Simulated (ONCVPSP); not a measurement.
**Logarithmic derivatives: W, ONCV**

W, optimised norm-conserving Vanderbilt (ONCV), made with ONCVPSP 4.0.1 (PBE, scalar-relativistic). Core [Kr] 4d10, reference 4f14 5s2 5p6 5d4 6s2. Waves: 5s+6s: rc 1.75 bohr, ncon 5, nbas 8, qcut 8.4 1/bohr, 3 projectors, debl 3.2 Ha; 5p: rc 1.75 bohr, ncon 4, nbas 7, qcut 6.9 1/bohr, 2 projectors, debl 3.8 Ha; 5d: rc 1.55 bohr, ncon 5, nbas 8, qcut 7.1 1/bohr, 1 projector; 4f: rc 0.95 bohr, ncon 3, nbas 8, qcut 20.6 1/bohr, 2 projectors, debl 3.1 Ha. Local part: polynomial inside 0.60 bohr (lpopt 5, dvloc0 0 Ha). Core correction: Teter function, fcfact 3.5, rcfact 1.15.

The phase is arctan(r·R′/R) of the radial function R(r), unwrapped; energies in Ha, scanned from -4 to 5 Ha. A pole is an energy at which the radial function vanishes at the test radius. The pseudo phase is shifted by a multiple of π to meet the all-electron one at the reference energy, and phase errors are pseudo minus all-electron; the curves can meet again beyond the range given. Levels narrower than the energy grid can be missing from the lists of poles.

```
channel  radius (bohr)  reference energy (Ha)  poles, all-electron  poles, pseudo  unbroken range about the reference energy with phases within 0.05 rad  phase error 1 Ha above the reference energy (rad)
      s           1.77                  -0.21                -2.56          -2.56                                                        the whole range                                             +0.000
      p           1.77                  -1.59                -0.90          -0.90                                                        the whole range                                             -0.000
      d           1.57                  -0.16                 2.48    -1.15, 2.58                                                             above -0.8                                             +0.005
      f           0.96                  -1.22                 0.00           0.00                                                        the whole range                                             +0.000
```

Note: ghosts flagged at negative energy: s at -1016.3 eV, p at -254.5 eV, d at -31.4 eV; GHOST(+) flagged for s at 572.1 eV. A true bound ghost makes a file unfit for plane-wave use.

Phases in the d channel:

```json
{"E (Ha)": "-3.98", "all-electron": "1.237", "pseudo": "4.373"}
{"E (Ha)": "-3.50", "all-electron": "1.198", "pseudo": "4.332"}
{"E (Ha)": "-3.02", "all-electron": "1.145", "pseudo": "4.277"}
{"E (Ha)": "-2.54", "all-electron": "1.069", "pseudo": "4.195"}
{"E (Ha)": "-2.06", "all-electron": "0.948", "pseudo": "4.063"}
{"E (Ha)": "-1.58", "all-electron": "0.736", "pseudo": "3.812"}
{"E (Ha)": "-1.10", "all-electron": "0.325", "pseudo": "0.752"}
{"E (Ha)": "-0.62", "all-electron": "-0.333", "pseudo": "-0.318"}
{"E (Ha)": "-0.14", "all-electron": "-0.877", "pseudo": "-0.877"}
{"E (Ha)": "0.34", "all-electron": "-1.168", "pseudo": "-1.166"}
{"E (Ha)": "0.82", "all-electron": "-1.327", "pseudo": "-1.323"}
{"E (Ha)": "1.30", "all-electron": "-1.427", "pseudo": "-1.420"}
{"E (Ha)": "1.78", "all-electron": "-1.496", "pseudo": "-1.489"}
{"E (Ha)": "2.26", "all-electron": "-1.550", "pseudo": "-1.541"}
{"E (Ha)": "2.74", "all-electron": "-1.595", "pseudo": "-1.585"}
{"E (Ha)": "3.22", "all-electron": "-1.637", "pseudo": "-1.626"}
{"E (Ha)": "3.70", "all-electron": "-1.680", "pseudo": "-1.665"}
{"E (Ha)": "4.18", "all-electron": "-1.726", "pseudo": "-1.708"}
{"E (Ha)": "4.66", "all-electron": "-1.783", "pseudo": "-1.758"}
```
